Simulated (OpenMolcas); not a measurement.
Os2+ (d6) among equal point charges was computed by CASSCF with the d shell active (OpenMolcas, ANO-RCC-VTZP on the metal). Its lowest spin-free states, and all those of the highest spin:

```json
{"2S+1": "5", "Degeneracy": "1", "E (cm-1)": "0.0"}
{"2S+1": "5", "Degeneracy": "2", "E (cm-1)": "901.9"}
{"2S+1": "5", "Degeneracy": "2", "E (cm-1)": "4979"}
{"2S+1": "3", "Degeneracy": "2", "E (cm-1)": "15800"}
{"2S+1": "3", "Degeneracy": "2", "E (cm-1)": "16814"}
{"2S+1": "3", "Degeneracy": "1", "E (cm-1)": "17052"}
{"2S+1": "3", "Degeneracy": "1", "E (cm-1)": "17055"}
{"2S+1": "3", "Degeneracy": "2", "E (cm-1)": "17119"}
{"2S+1": "3", "Degeneracy": "2", "E (cm-1)": "17519"}
{"2S+1": "3", "Degeneracy": "1", "E (cm-1)": "17878"}
{"2S+1": "3", "Degeneracy": "2", "E (cm-1)": "18513"}
{"2S+1": "3", "Degeneracy": "2", "E (cm-1)": "18556"}
```

Task: Is the site octahedral, tetrahedral or cube-like, axial, or of lower symmetry?

Result: The states with 2S+1 = 5 have orbital degeneracies 1, 2, 2. There are pairs but no triples, so the site is axial: not cubic, but with a proper or improper axis of order three or more. The run had Os2+ among 3 point charges of -0.65 e arranged as a planar triangle (D3h), 2.06 Å from the ion.

Spin-orbit coupling mixes the spin-free states strongly: the lowest level takes only 54 % from its leading state, 5A1. Without dynamic correlation the repulsion within the d shell is too large (B by tens of per cent), so at a given field states of lower spin stand too high. Point charges give a weaker field than real ligands, and real ions of this kind are as a rule low spin; the high spin found here belongs to the model. The ground term spreads over less than 5000 cm-1, several times less than with real ligands, so orbital moments are less quenched and χT lies further from the spin-only value than at real sites. This is an electrostatic model: the charges have no orbitals. No measured value stands beside these numbers.
